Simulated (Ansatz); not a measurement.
Two isomers of C2H7AlSi: A = `[CH2]1C[SiH2][AlH]1`, B = `[CH2]1[AlH][CH2][SiH2]1`.

Calculated with Ansatz (gas phase, PBE0-D4/def2-TZVP geometries, no zero-point term in ΔE). CCSD(T)/CBS adds triple-zeta CCSD(T) − MP2 to the extrapolated MP2 energy (def2 sets, frozen cores). Functionals use def2-TZVPP. B3LYP here is the variant with VWN-RPA as its local correlation; programs differ in this.

Which isomer does CCSD(T)/CBS put lower? Give the gap. (Best estimate.)

Ansatz gave: B, by 86.8 kJ/mol.

Give E(B) − E(A) in kJ/mol with CCSD(T)/def2-TZVPP, B3LYP-D4, r2SCAN-D4, PBE0-D4, ωB97M-V, LDA (SPW92), CCSD/def2-TZVPP. (Estimate.)

Ansatz gave: CCSD(T)/def2-TZVPP -83.6, B3LYP-D4 -83.0, r2SCAN-D4 -89.3, PBE0-D4 -78.6, ωB97M-V -91.5, LDA (SPW92) -75.0, CCSD/def2-TZVPP -84.1. None reverses the order clearly.

Does the order hold for the free energy at 298.15 K (harmonic terms from PBE0-D4)? (Estimate.)

Ansatz gave: Yes: G(B) − G(A) = -92.8 kJ/mol.

Largest T1 diagnostic: 0.012.

At CCSD(T), def2-SVP lies +20.2 kJ/mol from the extrapolated value and def2-TZVPP +3.2 kJ/mol. From PBE to PBE0 (25 % exact exchange), in def2-TZVPP and without D4, E(B) − E(A) moves by −4.8 kJ/mol.
